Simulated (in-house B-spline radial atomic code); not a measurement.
## RPA and G0W0 on PBE0: Cu

Configuration [Ar] 3d10 4s1, highest spin, mean-field start PBE0. Computed with a B-spline radial code for spherical atoms: all electrons, scalar-relativistic (spin-free one-electron X2C), finite nucleus, each spin shell either full or empty, empty states to l = 9 with an (l + 1/2)⁻⁴ tail; G0W0 by contour deformation at full frequency.

RPA overbinds a lone outer s electron by self-correlation, and G0W0 tends to as well.

Command:
```bash
python run_gw.py task.json out
```
Settings (radii: box in bohr, nucleus in fm):
```
Z                        29
electrons                29
configuration            [Ar] 3d10 4s1
hamiltonian              x2c
method                   pbe0
lmax                     9
rms_radius               3.8823
spin_polarised           True
box_radius               40
intervals                73
ion_configuration        [Ar] 3d10
```

Time taken, with all properties: 9.1 s on 1 thread of Arm Neoverse N1, on a shared host.

Energies (hartree):

```tsv
term	value
mean-field total	-1654.57377
Hartree-Fock functional on these orbitals	-1653.16750
direct second order	-2.8073
second-order exchange	0.78985
SOSEX correction	0.68495
```

(1) What is the RPA correlation energy, and what remains with SOSEX?

Quasi-particle levels (eV):

```json
{"level": "4s up", "occupied": "yes", "mean field": "-5.543", "Σx - vxc": "-1.52", "Σc": "?", "QP weight": "?", "G0W0": "?"}
{"level": "4s down", "occupied": "no", "mean field": "-2.807", "Σx - vxc": "3.85", "Σc": "-2.17", "QP weight": "0.884", "G0W0": "-1.131"}
```

G0W0 = mean field + (Σx - vxc) + Σc, with Σc (partial-wave tail included) taken at the quasi-particle energy. Only the outer levels were computed. Levels of low weight are left out.

(2) Where does G0W0 put 4s up?

(3) What does it cost to remove one electron (to [Ar] 3d10) by differences of total energies, each species on its own start (correlation terms add to the Hartree-Fock functional)?

## Answers

(1) RPA gives -2.191 hartree (-2.06 eV per electron); RPA + SOSEX gives -1.5061, and the second-order doubles -2.0174 hartree (no singles). RPA lacks exchange-type terms and so overcorrelates at short range.

(2) At -8.055 eV, with Σc = -0.99 eV and a quasi-particle weight of 0.880. The tabulated removal energy is 7.726 eV (NIST, measured); the calculation leaves out spin-orbit coupling, Breit and QED terms, and what these don't explain is the method's own error.

(3) PBE0 7.967 eV, Hartree-Fock functional 6.378 eV, + RPA 8.134 eV, + RPA + SOSEX 7.451 eV, + second order 8.954 eV. Tabulated: 7.726 eV (NIST, measured); the calculation leaves out spin-orbit coupling, Breit and QED terms, and what these don't explain is the method's own error.
